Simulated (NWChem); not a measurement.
System: BeN2H4; SMILES [NH2][Be][NH2]

Input file for NWChem:

```
start job
memory heap 200 mb stack 900 mb global 1100 mb
geometry units angstroms noautosym nocenter noautoz
  Be     0.000000     0.000000     0.000000
  N      0.000000     0.000000     1.501310
  H     -0.583454     0.583454     2.090711
  H      0.583454    -0.583454     2.090711
  N      0.000000     0.000000    -1.501310
  H     -0.583454    -0.583454    -2.090711
  H      0.583454     0.583454    -2.090711
end
basis spherical
  * library sadlej_pvtz
end
dft
  xc pbe0
  iterations 150
end
property
  response 1 0.0773
end
task dft property
```

Excerpt of the output:

```
             Northwest Computational Chemistry Package (NWChem) 7.3.0
             --------------------------------------------------------

                             Geometry "geometry" -> ""
                             -------------------------

 Output coordinates in angstroms (scale by  1.889725989 to convert to a.u.)

  No.       Tag          Charge          X              Y              Z
 ---- ---------------- ---------- -------------- -------------- --------------
    1 Be                   4.0000     0.00000000     0.00000000     0.00000000
    2 N                    7.0000     0.00000000     0.00000000     1.50131000
    3 H                    1.0000    -0.58345400     0.58345400     2.09071100
    4 H                    1.0000     0.58345400    -0.58345400     2.09071100
    5 N                    7.0000     0.00000000     0.00000000    -1.50131000
    6 H                    1.0000    -0.58345400    -0.58345400    -2.09071100
    7 H                    1.0000     0.58345400     0.58345400    -2.09071100

 Effective nuclear repulsion energy (a.u.)      51.9026958917

                              NWChem Property Module
                              ----------------------

                                 NWChem DFT Module
                                 -----------------

 Summary of "ao basis" -> "ao basis" (spherical)
 ------------------------------------------------------------------------------
       Tag                 Description            Shells   Functions and Types
 ---------------- ------------------------------  ------  ---------------------
 Be                       sadlej pvtz               10       24   5s3p2d
 N                        sadlej pvtz               10       24   5s3p2d
 H                        sadlej pvtz                5        9   3s2p

            General Information
            -------------------
          SCF calculation type: DFT
          Wavefunction type:  closed shell.
          No. of atoms     :     7
          No. of electrons :    22
           Alpha electrons :    11
            Beta electrons :    11
          Charge           :     0
          Spin multiplicity:     1
          Use of symmetry is: off; symmetry adaption is: off
          Maximum number of iterations: 150
          AO basis - number of functions:   108
                     number of shells:    50
          Convergence on energy requested:  1.00D-06
          Convergence on density requested:  1.00D-05
          Convergence on gradient requested:  5.00D-04

              XC Information
              --------------
                         PBE0 Method XC Functional
                     Hartree-Fock (Exact) Exchange  0.250
          PerdewBurkeErnzerhof Exchange Functional  0.750
            Perdew 1991 LDA Correlation Functional  1.000 local
           PerdewBurkeErnz. Correlation Functional  1.000 non-local

             Grid Information
             ----------------
          Grid used for XC integration:  medium
          Radial quadrature: Mura-Knowles
          Angular quadrature: Lebedev.
          Tag              B.-S. Rad. Rad. Pts. Rad. Cut. Ang. Pts.
          ---              ---------- --------- --------- ---------
          Be                  1.05       49          21.0       434
          N                   0.65       49          14.0       434
          H                   0.35       45          16.0       434
          Grid pruning is: on
          Number of quadrature shells:   327
          Spatial weights used:  Erf1

      Superposition of Atomic Density Guess
      -------------------------------------

 Sum of atomic energies:        -125.18534117

      Non-variational initial energy
      ------------------------------

 Total energy =    -126.366011
 1-e energy   =    -270.133332
 2-e energy   =      91.864625
 HOMO         =      -0.373184
 LUMO         =      -0.041777

   convergence    iter        energy       DeltaE   RMS-Dens  Diis-err
 ---------------- ----- ----------------- --------- --------- ---------
 d= 0,ls=0.0,diis     1   -126.5309116377 -1.78D+02  1.48D-02  6.68D-01
 d= 0,ls=0.0,diis     2   -126.5050519943  2.59D-02  5.31D-03  9.21D-01
 d= 0,ls=0.0,diis     3   -126.6056582264 -1.01D-01  1.24D-03  1.79D-02
 d= 0,ls=0.0,diis     4   -126.6077818258 -2.12D-03  2.98D-04  3.25D-04
 d= 0,ls=0.0,diis     5   -126.6078251557 -4.33D-05  4.18D-05  6.27D-06
  Resetting Diis
 d= 0,ls=0.0,diis     6   -126.6078262766 -1.12D-06  6.88D-06  1.48D-07
 d= 0,ls=0.0,diis     7   -126.6078262971 -2.05D-08  5.26D-07  6.38D-10

         Total DFT energy =     -126.607826297079
      One electron energy =     -273.906866518413
           Coulomb energy =      113.508624081643
    Exchange-Corr. energy =      -18.112279752043
 Nuclear repulsion energy =       51.902695891733

 Numeric. integr. density =       22.000003928471

                       DFT Final Molecular Orbital Analysis
                       ------------------------------------

[...]

 DFT Linear Response polarizability / au
 Frequency  =       0.0773000 / au
 Wavelength =     589.4353558 / nm
              X              Y              Z
 -----------------------------------------------
 X      34.5329352      0.0000000      0.0000000
 Y       0.0000000     34.5329352     -0.0000000
 Z       0.0000000     -0.0000000     45.0588358
 -----------------------------------------------
 Eigenvalues =      34.5329352     34.5329352     45.0588358
 Isotropic   =      38.0415687
 Anisotropic =      10.5259006
 -----------------------------------------------

 Magnetic Dipole Response Matrix (nonzero elements):

 Exiting AOResponse driver routine
```

Level: PBE0/Sadlej pVTZ. The geometry was optimised at PBE0/def2-SVP.
